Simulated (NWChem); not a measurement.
System: CH3CdI; SMILES [Cd]([CH3])[I]

```xyz
6

Cd     0.0000     0.0000     1.0761
I      0.0000     0.0000    -1.5367
C      0.0000     0.0000     3.1857
H     -0.6239    -0.8244     3.5592
H     -0.4020     0.9525     3.5592
H      1.0259    -0.1281     3.5592
```
Atoms are numbered in this order, from 1.

Program: NWChem. Coordinates come from a PBE0/def2-SVP (def2 core potentials past Kr) optimisation. B3LYP is NWChem's, with the RPA form of VWN correlation.

### Question
What does the run give for B3LYP/STO-3G, non-relativistic? Quantities: highest occupied level (eV); orbital gap (eV); dipole (D).

### Answer
```
Quantity                     Result
---------------------------  ------
highest occupied level (eV)   -4.08
orbital gap (eV)               7.78
dipole (D)                     2.43
```
